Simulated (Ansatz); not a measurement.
Reaction (substitution at a C–Si bond): `C[SiH](F)N=C=O` + `CBN` → `CBNC` + `O=C=N[SiH2]F`

Program: Ansatz. Geometries: PBE0-D4/def2-TZVP. ΔE: electronic, gas phase. CCSD(T)/CBS adds triple-zeta CCSD(T) − MP2 to the extrapolated MP2 energy (def2 sets, frozen cores). DFT in def2-TZVPP. B3LYP here is the variant with VWN-RPA as its local correlation; programs differ in this. Each species was taken in one conformer, which may not be the lowest.

```json
{"species": "`C[SiH](F)N=C=O`", "B3LYP-D4 energy (Eh)": "-598.24213"}
{"species": "`CBN`", "B3LYP-D4 energy (Eh)": "-121.43694"}
{"species": "`CBNC`", "B3LYP-D4 energy (Eh)": "-160.75934"}
{"species": "`O=C=N[SiH2]F`", "B3LYP-D4 energy (Eh)": "-558.88698"}
```

Work out ΔE.

ΔE = (-160.75934) + (-558.88698) − (-598.24213) − (-121.43694) = 0.03275 Eh = +20.6 kcal/mol. CCSD(T)/CBS gives +21.2 kcal/mol.

Largest T1 diagnostic among the species: 0.015.

Leaving LDA and LC-ωPBE aside and taking each functional with its dispersion term where it has one, the values, not all of them listed here, spread over 2.6 kcal/mol, from BLYP-D4 to B97M-V. At CCSD(T), def2-SVP lies −4.5 kcal/mol from the extrapolated value and def2-TZVPP −0.6 kcal/mol. In def2-TZVPP, CCSD(T) changes the Hartree–Fock value by +1.2 kcal/mol (the triples alone add +0.1 kcal/mol) and MP2 by +2.1 kcal/mol.
